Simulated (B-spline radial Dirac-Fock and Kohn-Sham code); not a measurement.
## How the levels of manganese move as electrons are removed

Model: Dirac-Fock energy differences between relaxed states, corrected for Breit and QED terms. Program: an atomic code on a B-spline grid. Each ion is free and in its tabulated ground configuration. Correlation energy is missing from these numbers.

Reference: Mn¹⁶⁺, [He] 2s2 2p5, with 1s 7184.9 eV. Shifts from it, in eV (a dash: the subshell is empty, belongs to an open shell averaged over j, or its hole state is left out as unreliable):

```tsv
ion	configuration	1s
Mn¹⁷⁺	[He] 2s2 2p4	+130.0
Mn¹⁸⁺	[He] 2s2 2p3	+264.2
Mn¹⁹⁺	[He] 2s2 2p2	+402.8
Mn²⁰⁺	[He] 2s2 2p1	+545.7
Mn²¹⁺	[He] 2s2	+692.8
Mn²²⁺	[He] 2s1	–
Mn²³⁺	1s2	+954.4
Mn²⁴⁺	1s1	+1387.1
```

Values without a named source are computed, but for edge energies of neutral atoms, which are taken from tables.
